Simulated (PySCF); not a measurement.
## Field gradients at the hydrogen positions

Species: C5H11NOSi2.
Cartesian coordinates in Å at the GFN2-xTB level; atoms count from 1:
```
atom  x, y, z in Å
C1     3.451   -1.197   -1.006
N2     3.021   -0.093   -0.615
Si3    2.180    0.468    0.771
Si4    0.178    1.091   -0.151
C5    -0.908   -0.325   -0.673
C6    -1.612   -1.262   -0.959
C7    -2.455   -2.382   -1.319
O8    -0.474    1.876    1.123
C9    -1.746    2.434    1.204
H10    3.397   -2.125   -0.430
H11    3.921   -1.275   -1.983
H12    2.094   -0.473    1.907
H13    3.061    1.563    1.192
H14    0.161    1.973   -1.336
H15   -3.407   -2.320   -0.792
H16   -1.964   -3.319   -1.054
H17   -2.645   -2.375   -2.393
H18   -1.865    3.238    0.473
H19   -2.510    1.676    1.010
H20   -1.882    2.838    2.207
```

Level: PBE0/pcSseg-1 (PySCF, non-relativistic); Q(2H) = 0.00286 b; rigid geometry, the same for H and D, with no vibrational averaging.

Question: Rank these positions by the coupling χzz of a deuteron there, largest first.
A. H18 (methyl hydrogen)
B. H14 (Si–H hydrogen)
C. H13 (Si–H hydrogen)
D. H16 (methyl hydrogen)

Answer: D (207 kHz), A (200 kHz), C (108 kHz), B (101 kHz).

Q: Tabulate Vzz, the asymmetry η and χzz = 234.96 MHz × Q × Vzz for every hydrogen position.

A: 
```tsv
atom	bonded to	bond length (Å)	Vzz (au)	η	χzz (kHz)
H10	C1	1.094	0.2963	0.03	199
H11	C1	1.088	0.3090	0.02	208
H12	Si3	1.477	0.1516	0.03	102
H13	Si3	1.467	0.1605	0.01	108
H14	Si4	1.477	0.1507	0.03	101
H15	C7	1.090	0.3076	0.02	207
H16	C7	1.090	0.3074	0.02	207
H17	C7	1.090	0.3075	0.02	207
H18	C9	1.093	0.2973	0.08	200
H19	C9	1.093	0.2953	0.08	198
H20	C9	1.091	0.3023	0.07	203
```

Q: Average by the element that carries the hydrogen.

A: on C: 204 kHz over 8 positions, mean bond length 1.091 Å; on Si: 104 kHz over 3 positions, mean bond length 1.474 Å.

Q: Give the 2H NMR doublet splittings at H11 for a magnetic field along the z, y and x axes of the gradient: 3χ/2, 3χ(1 + η)/4, 3χ(1 − η)/4.

A: With |χ| = 207.6 kHz and η = 0.017: 311, 158 and 153 kHz, to first order and without motion.

Isolated species at its GFN2-xTB geometry (one conformer only). GFN2-xTB bond lengths can be off by several hundredths of an ångström, more for odd bonds, and the gradients follow them. A larger basis could move these couplings by a tenth or more.

The run behind these numbers computed NMR shieldings as well. Hardware: one thread of an Arm Neoverse V1, no GPU, shared host with 32 logical CPUs at a one-minute load of 28. Cost: 50 s of wall time, 0.93 GiB resident at most.
